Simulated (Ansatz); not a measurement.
Ansatz (a program for electronic structure) input (B3LYP-D3(BJ)/def2-TZVP):

Ansatz 0.2 input:
```yaml
crystal:
  periodic: [false, false, false]
  atoms:
    - {symbol: Sn, position_ang: [-0.00000000, -0.00000000, -0.00000000]}
    - {symbol: H, position_ang: [0.62512032, -0.47874728, 1.49682175]}
    - {symbol: H, position_ang: [-0.36569028, 1.62694844, -0.28241660]}
    - {symbol: H, position_ang: [-0.25943004, -1.14820116, -1.21440515]}
basis:
  gaussian:
    orbitals: def2-TZVP
hamiltonian:
  xc: b3lyp
  dispersion: d3bj
total_charge: 1
phonons: {temperatures: {t_min: 298.15, t_max: 298.15, t_step: 100}}
```

Output:

```
Functional definition: B3LYP
integrals: 0.01 GiB planned
564 factors; their error is unknown
mean field: 0.14 GiB planned
mean field evaluation 1: about -5872.7241 eV, gradient 1.2e1 eV
mean field evaluation 2: about -5873.1784 eV, gradient 2.9e0 eV
mean field evaluation 4: about -5873.2130 eV, gradient 1.6e-1 eV
mean field evaluation 8: about -5873.2709 eV, gradient 1.2e-2 eV
mean field -5873.27088212 eV, -215.8387238717 hartree, gradient 1.8e-5 eV, S^2 0.000000; 0 other end points of the search recorded, 0 dependent functions left out
the calculation of the forces begins
reference -5873.27109918 eV, -215.8387318487 hartree; 12, 12 occupied and 56, 56 virtual orbitals, 564 factors
these checks for a lower state are left out or cut short: stability, starts, cluster_reference, orbital_swaps, neighbouring_geometries, increment
integrals: 0.01 GiB planned
564 factors; their error is unknown
mean field: 0.14 GiB planned
mean field evaluation 16: about -5873.2129 eV, gradient 2.8e-1 eV
mean field -5873.27082771 eV, -215.8387218722 hartree, gradient 2.7e-7 eV, S^2 0.000000; 0 other end points of the search recorded, 0 dependent functions left out
the calculation of the forces begins
reference -5873.27104477 eV, -215.8387298491 hartree; 12, 12 occupied and 56, 56 virtual orbitals, 564 factors
these checks for a lower state are left out or cut short: stability, starts, cluster_reference, orbital_swaps, neighbouring_geometries, increment
integrals: 0.01 GiB planned
564 factors; their error is unknown
mean field: 0.14 GiB planned
mean field -5873.27082785 eV, -215.8387218777 hartree, gradient 2.7e-7 eV, S^2 0.000000; 0 other end points of the search recorded, 0 dependent functions left out
the calculation of the forces begins
reference -5873.27104492 eV, -215.8387298547 hartree; 12, 12 occupied and 56, 56 virtual orbitals, 564 factors
these checks for a lower state are left out or cut short: stability, starts, cluster_reference, orbital_swaps, neighbouring_geometries, increment
integrals: 0.01 GiB planned
564 factors; their error is unknown
mean field: 0.14 GiB planned
mean field evaluation 32: about -5873.2708 eV, gradient 2.1e-1 eV
mean field -5873.27086957 eV, -215.8387234108 hartree, gradient 2.7e-7 eV, S^2 0.000000; 0 other end points of the search recorded, 0 dependent functions left out
the calculation of the forces begins
reference -5873.27108666 eV, -215.8387313888 hartree; 12, 12 occupied and 56, 56 virtual orbitals, 564 factors
these checks for a lower state are left out or cut short: stability, starts, cluster_reference, orbital_swaps, neighbouring_geometries, increment
integrals: 0.01 GiB planned
564 factors; their error is unknown
mean field: 0.14 GiB planned
mean field -5873.27086035 eV, -215.8387230718 hartree, gradient 2.7e-7 eV, S^2 0.000000; 0 other end points of the search recorded, 0 dependent functions left out
the calculation of the forces begins
reference -5873.27107738 eV, -215.8387310477 hartree; 12, 12 occupied and 56, 56 virtual orbitals, 564 factors
these checks for a lower state are left out or cut short: stability, starts, cluster_reference, orbital_swaps, neighbouring_geometries, increment
integrals: 0.01 GiB planned
564 factors; their error is unknown
mean field: 0.14 GiB planned
mean field -5873.27087466 eV, -215.8387235976 hartree, gradient 2.7e-7 eV, S^2 0.000000; 0 other end points of the search recorded, 0 dependent functions left out
the calculation of the forces begins
reference -5873.27109171 eV, -215.8387315742 hartree; 12, 12 occupied and 56, 56 virtual orbitals, 564 factors
these checks for a lower state are left out or cut short: stability, starts, cluster_reference, orbital_swaps, neighbouring_geometries, increment
integrals: 0.01 GiB planned
564 factors; their error is unknown
mean field: 0.14 GiB planned
mean field -5873.27087805 eV, -215.8387237223 hartree, gradient 2.7e-7 eV, S^2 0.000000; 0 other end points of the search recorded, 0 dependent functions left out
the calculation of the forces begins
reference -5873.27109512 eV, -215.8387316996 hartree; 12, 12 occupied and 56, 56 virtual orbitals, 564 factors
these checks for a lower state are left out or cut short: stability, starts, cluster_reference, orbital_swaps, neighbouring_geometries, increment
integrals: 0.01 GiB planned
564 factors; their error is unknown
mean field: 0.14 GiB planned
mean field evaluation 64: about -5873.2709 eV, gradient 1.2e-3 eV
mean field -5873.27085372 eV, -215.8387228282 hartree, gradient 2.7e-7 eV, S^2 0.000000; 0 other end points of the search recorded, 0 dependent functions left out
the calculation of the forces begins
reference -5873.27107075 eV, -215.8387308041 hartree; 12, 12 occupied and 56, 56 virtual orbitals, 564 factors
these checks for a lower state are left out or cut short: stability, starts, cluster_reference, orbital_swaps, neighbouring_geometries, increment
integrals: 0.01 GiB planned
564 factors; their error is unknown
mean field: 0.14 GiB planned
mean field -5873.27086482 eV, -215.8387232360 hartree, gradient 2.7e-7 eV, S^2 0.000000; 0 other end points of the search recorded, 0 dependent functions left out
the calculation of the forces begins
reference -5873.27108191 eV, -215.8387312140 hartree; 12, 12 occupied and 56, 56 virtual orbitals, 564 factors
Total energy: -5873.34646165 eV, -215.8415013685 hartree
Atom 0 at    -0.000000    -0.000000    -0.000000 Å, force    -0.000035     0.000026    -0.000083 eV/Å
Atom 1 at     0.625120    -0.478747     1.496822 Å, force     0.000014    -0.000011     0.000033 eV/Å
Atom 2 at    -0.365690     1.626948    -0.282417 Å, force     0.000008     0.000055     0.000046 eV/Å
Atom 3 at    -0.259430    -1.148201    -1.214405 Å, force     0.000013    -0.000071     0.000004 eV/Å
Dipole moment:    -0.000000     0.000000    -0.000001 e Å
Vibrations: 668.15 672.31 672.46 1970.47 2026.95 2027.04 cm⁻¹, zero-point energy 0.498254 eV
```
